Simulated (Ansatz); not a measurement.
Pulling on the Si1–H4 bond in F2H2Si (SMILES F[SiH2]F) (multiplicity 1 held, fragments rigid). Energies count from the point at 1.470 Å.
Geometry at that point (charge 0, multiplicity 1):
```json
[
 {"atom": "Si", "x (Å)": "0.2240", "y (Å)": "-0.1459", "z (Å)": "0.3605"},
 {"atom": "F", "x (Å)": "-0.8952", "y (Å)": "-0.9509", "z (Å)": "-0.4350"},
 {"atom": "F", "x (Å)": "0.4091", "y (Å)": "1.2675", "z (Å)": "-0.3474"},
 {"atom": "H", "x (Å)": "1.4898", "y (Å)": "-0.8862", "z (Å)": "0.2617"},
 {"atom": "H", "x (Å)": "-0.2505", "y (Å)": "0.0788", "z (Å)": "1.7333"}
]
```

Signs of static correlation in cc-pV(T+d)Z, with CASSCF(2,2), from Ansatz (a first-principles code) runs.

```json
[
 {"R (Å)": "1.176", "T1 of restricted CCSD": "0.011", "⟨S²⟩ of UHF": "0.000", "largest double amplitude of restricted CCSD": "0.021", "weight of the CASSCF reference in MRCISD": "0.905", "CASSCF natural occupations": "1.99 0.01"},
 {"R (Å)": "1.323", "T1 of restricted CCSD": "0.011", "⟨S²⟩ of UHF": "0.000", "largest double amplitude of restricted CCSD": "0.021", "weight of the CASSCF reference in MRCISD": "0.905", "CASSCF natural occupations": "1.99 0.01"},
 {"R (Å)": "1.470", "T1 of restricted CCSD": "0.011", "⟨S²⟩ of UHF": "0.000", "largest double amplitude of restricted CCSD": "0.023", "weight of the CASSCF reference in MRCISD": "0.905", "CASSCF natural occupations": "1.98 0.02"},
 {"R (Å)": "1.617", "T1 of restricted CCSD": "0.011", "⟨S²⟩ of UHF": "0.000", "largest double amplitude of restricted CCSD": "0.031", "weight of the CASSCF reference in MRCISD": "0.905", "CASSCF natural occupations": "1.97 0.03"},
 {"R (Å)": "1.764", "T1 of restricted CCSD": "0.012", "⟨S²⟩ of UHF": "0.000", "largest double amplitude of restricted CCSD": "0.038", "weight of the CASSCF reference in MRCISD": "0.905", "CASSCF natural occupations": "1.96 0.04"},
 {"R (Å)": "1.984", "T1 of restricted CCSD": "0.012", "⟨S²⟩ of UHF": "0.000", "largest double amplitude of restricted CCSD": "(withheld)", "weight of the CASSCF reference in MRCISD": "0.905", "CASSCF natural occupations": "1.94 0.06"},
 {"R (Å)": "2.205", "T1 of restricted CCSD": "0.014", "⟨S²⟩ of UHF": "0.141", "largest double amplitude of restricted CCSD": "0.152", "weight of the CASSCF reference in MRCISD": "0.906", "CASSCF natural occupations": "1.89 0.11"},
 {"R (Å)": "2.572", "T1 of restricted CCSD": "0.018", "⟨S²⟩ of UHF": "0.682", "largest double amplitude of restricted CCSD": "(withheld)", "weight of the CASSCF reference in MRCISD": "0.906", "CASSCF natural occupations": "1.78 0.22"},
 {"R (Å)": "2.939", "T1 of restricted CCSD": "0.026", "⟨S²⟩ of UHF": "0.882", "largest double amplitude of restricted CCSD": "0.385", "weight of the CASSCF reference in MRCISD": "0.907", "CASSCF natural occupations": "1.61 0.39"},
 {"R (Å)": "3.380", "T1 of restricted CCSD": "0.037", "⟨S²⟩ of UHF": "0.966", "largest double amplitude of restricted CCSD": "0.550", "weight of the CASSCF reference in MRCISD": "0.907", "CASSCF natural occupations": "1.39 0.61"},
 {"R (Å)": "3.968", "T1 of restricted CCSD": "0.050", "⟨S²⟩ of UHF": "0.996", "largest double amplitude of restricted CCSD": "0.734", "weight of the CASSCF reference in MRCISD": "0.907", "CASSCF natural occupations": "1.19 0.81"},
 {"R (Å)": "4.703", "T1 of restricted CCSD": "0.056", "⟨S²⟩ of UHF": "1.003", "largest double amplitude of restricted CCSD": "0.864", "weight of the CASSCF reference in MRCISD": "0.908", "CASSCF natural occupations": "1.07 0.93"}
]
```

**Question.** Some entries are withheld; supply them.

**Answer.** 
- 1.984, largest double amplitude of restricted CCSD: 0.096
- 2.572, largest double amplitude of restricted CCSD: 0.258

Doubts at one or more of the structures used: a restricted determinant that unrestricted orbitals would lower (R-CCSD(T)/cc-pV(T+d)Z); other coupled-cluster roots lie near (R-CCSD(T)/cc-pV(T+d)Z); T1 above 0.05 (R-CCSD(T)/cc-pV(T+d)Z, U-CCSD(T)/cc-pV(T+d)Z); a spin-contaminated determinant (U-CCSD(T)/cc-pV(T+d)Z).
